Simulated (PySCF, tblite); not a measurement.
Calculations on `[O]c1ccc(F)cc1` [radical], in the order of a workflow; each names the level of the geometry that it ran on. Settings lines and outputs come from a driver script.

C6H4FO (doublet state).
Bonds: O1–C2, C2–C3 (aromatic), C3–C4 (aromatic), C4–C5 (aromatic), C5–F6, C5–C7 (aromatic), C7–C8 (aromatic), C2–C8 (aromatic). Hydrogens: H9 on C3; H10 on C4; H11 on C7; H12 on C8.

Step 1: GFN2-xTB geometry optimisation, gas phase (tblite 0.8.0) (from a force-field or distance-geometry start)
```json
{"job": {"kind": "relax", "xc": "GFN2-xTB", "basis": "xTB"}, "charge": 0, "multiplicity": 2}
```
```
step      E/eV     max force
  0    -642.26532    3.159
  1    -642.44674    1.867
  2    -642.48281    0.522
...
  9    -642.50931    0.031
 10    -642.50941    0.026
 11    -642.50948    0.023
 12    -642.50952    0.015
 13    -642.50953    0.009
```

Energy lowered by 5.6 kcal/mol over 13 steps; largest atomic force 0.009 eV/Å at the end. «max force» is the largest atomic force in eV/Å.

Step 2: GFN2-xTB harmonic vibrations, gas phase (tblite 0.8.0) (on the GFN2-xTB geometry)
```json
{"job": {"kind": "ir", "xc": "GFN2-xTB", "basis": "xTB"}, "charge": 0, "multiplicity": 2}
```
```
(table of modes left out)
```

30 modes from 113 to 3106 cm⁻¹ (unscaled, harmonic); zero-point energy 50.6 kcal/mol; all wavenumbers are real at this level.

Step 3: UKS B3LYP, pcH-1 on C F H O, non-relativistic, mean-field spin-orbit, GIAO (PySCF 2.14.0) (on the GFN2-xTB geometry)
```json
{"job": {"kind": "epr", "basis": "pcH-1"}, "charge": 0, "multiplicity": 2}
```
```
...
E = -406.08918276 Eh   <S^2> = 0.7818 (exact 0.7500)
g shifts (ppm)      1          2          3
  rmc          -235       -235       -235
  gc            -12         40         51
  oz_so         -30       3334       8424
  total        -276       3140       8241
hyperfine (MHz)  atom isotope    a_iso     a_fc   dipolar eigenvalues
    0   17O     -26.67     -26.67   -123.79     61.79     62.00
    1   13C     -34.66     -34.66    -10.88      2.12      8.76
    2   13C      22.02      22.02    -23.26    -22.13     45.39
    3   13C     -25.63     -25.63    -16.87      7.66      9.20
    4   13C      37.99      37.99    -32.80    -32.06     64.86
    5   19F      66.99      66.99   -128.65   -112.34    240.99
    6   13C     -25.63     -25.63    -16.86      7.66      9.20
    7   13C      22.02      22.02    -23.27    -22.13     45.39
    8    1H     -19.85     -19.85     -9.60     -2.15     11.75
    9    1H       6.78       6.78     -3.06     -0.60      3.66
   10    1H       6.78       6.78     -3.06     -0.60      3.66
   11    1H     -19.85     -19.85     -9.60     -2.15     11.75
```

⟨S²⟩ 0.782; g_iso 2.0060. rmc, gc and oz_so are the mass-correction, gauge-correction and orbital-Zeeman/spin–orbit parts of the g shift along its three principal axes; a_iso is the isotropic hyperfine coupling and a_fc its Fermi-contact part. The log counts atoms from 0, this text from 1.

Task: Which step took the most CPU time, and about what did each take on one thread, Arm Neoverse V2 (aarch64) (shared host)?

Result: Step 3, about 99 % of the total. CPU time by step: 1: under 0.1 s, 2: 0.23 s, 3: 55 s.

Geometry of the electronic-property runs (GFN2-xTB):
```
atom  x, y, z in Å
O1     2.6772    0.1923   -0.0382
C2     1.4459    0.1037   -0.0207
C3     0.5877    1.2780   -0.0340
C4    -0.7723    1.1715   -0.0163
C5    -1.3569   -0.0975    0.0146
F6    -2.6911   -0.1933    0.0308
C7    -0.5965   -1.2700    0.0296
C8     0.7649   -1.1811    0.0128
H9     1.0739    2.2412   -0.0582
H10   -1.4115    2.0419   -0.0254
H11   -1.1043   -2.2226    0.0542
H12    1.3842   -2.0648    0.0249
```

 (This holds for the electronic-property runs.)
